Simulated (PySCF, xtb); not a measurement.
Bi(Me)3 (C3H9Bi), SMILES [Bi]([CH3])([CH3])[CH3].

Harmonic wavenumbers (cm⁻¹) from GFN2-xTB (xtb 6.7.1) at its own minimum, in rising order: 46, 68, 73, 148, 149, 163, 506, 520, 521, 721, 732, 733, 818, 820, 820, 1282, 1282, 1296, 1493, 1495, 1495, 1502, 1502, 1502, 3075, 3077, 3077, 3080, 3084, 3085, 3097, 3097, 3101.

Task: What does PBE-D3(BJ)/def2-SVP (PySCF 2.14.0) give at its own minimum? (The exact figures need the calculation; the answer reports its results.)

Result: 81, 92, 92, 145, 146, 156, 449, 449, 450, 649, 667, 667, 757, 757, 758, 1123, 1123, 1143, 1373, 1378, 1378, 1385, 1385, 1393, 2983, 2985, 2985, 3104, 3104, 3104, 3108, 3108, 3108. Paired by order, the mean absolute difference is 67 cm⁻¹ and the zero-point energies are 67.8 and 65.2 kcal/mol.
